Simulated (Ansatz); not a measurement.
Name a neutral molecule of Ga, P and H with HOMO–LUMO gap (B3LYP/def2-TZVPP) between 7.25 and 7.55 eV and size of the dipole moment (PBE/def2-TZVPP) between 3.70 and 4.00 D (Ansatz, PBE0-D4/def2-TZVP geometry).

`[PH3+][GaH3-]` (7.36 eV, 3.82 D). Other molecules can fit too; these were computed, each in one conformer that needn't be the lowest.

B3LYP here is the variant with VWN-RPA as its local correlation; programs differ in this.
